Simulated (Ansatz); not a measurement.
Relaxation of CH5ClFGaO (10 atoms, charge 0, multiplicity 1), to a largest force component of 0.03 eV/Å in at most 50 steps.

Computed with RKS B3LYP-D4/def2-SVP (Ansatz).

```xyz
10
Properties=species:S:1:pos:R:3
Ga -0.673 0.333 0.073
F 1.004 -1.191 -2.019
C 0.250 -0.469 1.585
Cl -2.788 0.114 -0.375
H 1.143 -0.288 -2.076
O 0.196 1.499 -1.069
H -0.458 -0.686 2.398
H 0.720 -1.408 1.257
H 1.033 0.223 1.932
H -0.428 1.874 -1.705
```

Problem. Where does it end, and by what steps?

Solution. The forces met the threshold. The force dipped under the threshold on the way, but the program's further checks kept it going. After 34 steps the energy has fallen by 1.019 eV; H5 moved furthest, 1.35 Å. Parted: F2–H5 (0.92 → 2.19 Å). Joined: Ga1–F2 (3.08 → 1.79 Å), H5–O6 (2.26 → 0.98 Å).

```json
{"step": "0", "energy less start (eV)": "0.0000", "largest force component (eV/Å)": "1.248", "accepted": "yes"}
{"step": "2", "energy less start (eV)": "-0.2577", "largest force component (eV/Å)": "0.931", "accepted": "yes"}
{"step": "4", "energy less start (eV)": "-0.3831", "largest force component (eV/Å)": "0.361", "accepted": "yes"}
{"step": "6", "energy less start (eV)": "-0.4105", "largest force component (eV/Å)": "0.433", "accepted": "yes"}
{"step": "8", "energy less start (eV)": "-0.4222", "largest force component (eV/Å)": "0.199", "accepted": "yes"}
{"step": "10", "energy less start (eV)": "-0.2762", "largest force component (eV/Å)": "4.636", "accepted": "no"}
{"step": "12", "energy less start (eV)": "-0.8075", "largest force component (eV/Å)": "0.970", "accepted": "yes"}
{"step": "14", "energy less start (eV)": "-0.9744", "largest force component (eV/Å)": "0.565", "accepted": "yes"}
{"step": "16", "energy less start (eV)": "-0.9956", "largest force component (eV/Å)": "0.375", "accepted": "yes"}
{"step": "18", "energy less start (eV)": "-1.0016", "largest force component (eV/Å)": "0.487", "accepted": "yes"}
{"step": "20", "energy less start (eV)": "-1.0092", "largest force component (eV/Å)": "0.211", "accepted": "yes"}
{"step": "22", "energy less start (eV)": "-1.0131", "largest force component (eV/Å)": "0.033", "accepted": "yes"}
{"step": "24", "energy less start (eV)": "-1.0140", "largest force component (eV/Å)": "0.043", "accepted": "yes"}
{"step": "26", "energy less start (eV)": "-1.0155", "largest force component (eV/Å)": "0.099", "accepted": "yes"}
{"step": "28", "energy less start (eV)": "-1.0169", "largest force component (eV/Å)": "0.102", "accepted": "yes"}
{"step": "30", "energy less start (eV)": "-1.0182", "largest force component (eV/Å)": "0.012", "accepted": "yes"}
{"step": "32", "energy less start (eV)": "-1.0185", "largest force component (eV/Å)": "0.011", "accepted": "yes"}
{"step": "34", "energy less start (eV)": "-1.0189", "largest force component (eV/Å)": "0.025", "accepted": "yes"}
```

```xyz
10
Properties=species:S:1:pos:R:3
Ga -0.330 -0.428 -0.260
F 0.557 -1.178 -1.624
C 0.346 -0.573 1.566
Cl -2.445 -0.154 -0.783
H 0.726 0.983 -1.926
O 0.265 1.402 -1.174
H -0.244 0.057 2.248
H 0.279 -1.619 1.902
H 1.401 -0.258 1.597
H -0.556 1.769 -1.546
```

Whether the end is a true minimum wasn't checked by a vibrational analysis.

Run time: 53 s on 2 threads of AMD EPYC 9R45 96-Core Processor (Zen 5) (shared host), peak memory 0.32 GiB.
